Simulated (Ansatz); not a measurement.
Job for Ansatz (a quantum-chemistry and plane-wave program): R-CCSD(T)/aug-cc-pVTZ on CH6O (a complex), monomers drawn apart or pushed together.

Ansatz 0.2 input:
```yaml
crystal:
  periodic: [false, false, false]
  atoms:
    - {symbol: C, position_ang: [0.68555280, 0.34947682, -0.35468244]}
    - {symbol: O, position_ang: [-0.66137539, 0.20278017, 0.07652935]}
    - {symbol: H, position_ang: [1.37289390, -0.28147864, 0.21926857]}
    - {symbol: H, position_ang: [0.95632513, 1.39133564, -0.19042839]}
    - {symbol: H, position_ang: [0.80217985, 0.12518401, -1.42035025]}
    - {symbol: H, position_ang: [-0.93646698, -0.70741956, -0.07222238]}
    - {symbol: H, position_ang: [-0.26537067, -0.58900034, 4.54228223]}
    - {symbol: H, position_ang: [0.00413130, -0.82845483, 5.19555268]}
basis:
  gaussian:
    orbitals: aug-cc-pVTZ
magnetization: {spin_polarized: false}
correlation: {method: ccsd_t, electrons: outside_noble_gas}
scf: {lower_state_search: off}
```

Task: Predict the final total energy.

Result: -116.7352 hartree (reference determinant -116.2250, T1 diagnostic 0.010).

Task: How many basis functions does it have, and what does it roughly cost on one machine?

Result: 230 functions; about 8 core-minutes (a rough figure).
